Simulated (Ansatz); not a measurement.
Ansatz (a first-principles code) input for SnF3Br, SMILES [F][Sn]([F])([Br])[F], PBE/def2-SVPD. Geometry optimised at B3LYP-D3(BJ)/def2-SVP. The structure was generated by enumeration; whether it is a known compound was not checked. The def2 effective core potentials stand for the cores of Sn; spin–orbit coupling is left out.

Ansatz 0.2 input:
```yaml
crystal:
  periodic: [false, false, false]
  atoms:
    - {symbol: F, position_ang: [1.53850623, 0.88825699, 1.31605937]}
    - {symbol: Sn, position_ang: [0.00000000, -0.00000000, 0.59112564]}
    - {symbol: F, position_ang: [0.00000000, -1.77651397, 1.31605937]}
    - {symbol: F, position_ang: [-1.53850623, 0.88825699, 1.31605938]}
    - {symbol: Br, position_ang: [-0.00000000, 0.00000000, -1.85971100]}
basis:
  gaussian:
    orbitals: def2-SVPD
hamiltonian:
  xc: {name: PBE}
```

Output:

```
WARN ansatz: RAYON_NUM_THREADS=1 ignored (pool sized by the plan → 1); use --threads N
Functional definition: PBE
integrals: 0.09 GiB planned
1347 factors; their error is unknown
mean field: 0.50 GiB planned
mean field evaluation 1: about -83992.0469 eV, gradient 6.7e1 eV
mean field evaluation 2: about -83932.7802 eV, gradient 2.0e2 eV
mean field evaluation 4: about -83999.0262 eV, gradient 1.2e1 eV
mean field evaluation 8: about -83999.4527 eV, gradient 1.6e-1 eV
mean field evaluation 16: about -83999.4093 eV, gradient 5.4e-5 eV
mean field -83999.40927823 eV, -3086.9213541304 hartree, gradient 5.4e-5 eV, S^2 0.000000; 0 other end points of the search recorded, 0 dependent functions left out
reference -83999.40933479 eV, -3086.9213562089 hartree; 42, 42 occupied and 100, 100 virtual orbitals, 1347 factors
Total energy: -83999.40933479 eV, -3086.9213562089 hartree
```

The run converged.

Cost: about 3 core-seconds (a rough figure).
